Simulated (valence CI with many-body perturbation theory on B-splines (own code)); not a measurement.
## Missing levels of Cr

Method: configuration interaction combined with many-body perturbation theory (CI+MBPT): six valence electrons over a frozen Dirac-Fock core [Ar], radial functions for each j: 7 s, 7 p, 8 d, 6 f, 4 g, 1 h, with the one-electron correlation potential Σ1, the two-electron term Σ2, the three-electron term Σ3, Breit, model QED; selected CI, second order for the rest, scaled by the run's own slope (own B-spline code, finite nucleus).

Against 16 measured levels this calculation errs by 1394 cm⁻¹ on average and by 2953 at most. These come from a selection out of the NIST Handbook of Basic Atomic Spectroscopic Data. Levels without a partner in it may be off by more, other configurations by 1,000 to 4,000 cm⁻¹. Among the levels kept, up to 3600 cm⁻¹ of a level comes from second order outside the variational space, and about a tenth of that is noise between levels of different J, which matters for small intervals. Only levels of the ground parity were solved; by the run's estimate the other parity begins above the list, which can be wrong where configurations are misplaced. 3 measured levels below the end of the list, from 23305 cm⁻¹ on, found no clear computed partner.

| Level | E (cm⁻¹) |
| --- | --- |
| 3d5 4s 7S_3 | 0.0 |
| 3d4 4s2 5D_0 | 4798 |
| 3d4 4s2 5D_1 | 4872 |
| 3d4 4s2 5D_2 | ? |
| 3d4 4s2 5D_3 | 5200 |
| 3d4 4s2 5D_4 | 5382 |
| 3d5 4s 5S_2 | 7473 |
| 3d5 4s 5G_4 | 20065 |
| 3d5 4s 5G_6 | 20071 |
| 3d5 4s 5G_2 | 20072 |
| 3d5 4s 5G_5 | 20081 |
| 3d5 4s 5G_3 | 20081 |
| 3d4 4s2 3P_0 | 20681 |
| 3d4 4s2 3H_4 | 20713 |
| 3d4 4s2 3H_5 | ? |
| 3d4 4s2 3H_6 | ? |
| 3d4 4s2 3P_1 | ? |
| 3d4 4s2 3P_2 | ? |
| 3d5 4s 5P_2 | ? |
| 3d5 4s 5P_3 | 21982 |

Problem. The levels stand in rising order. What does the calculation give for the missing energies?

Solution. 3d4 4s2 5D_2 5032; 3d4 4s2 3H_5 20794; 3d4 4s2 3H_6 20896; 3d4 4s2 3P_1 21054; 3d4 4s2 3P_2 21672; 3d5 4s 5P_2 21974.
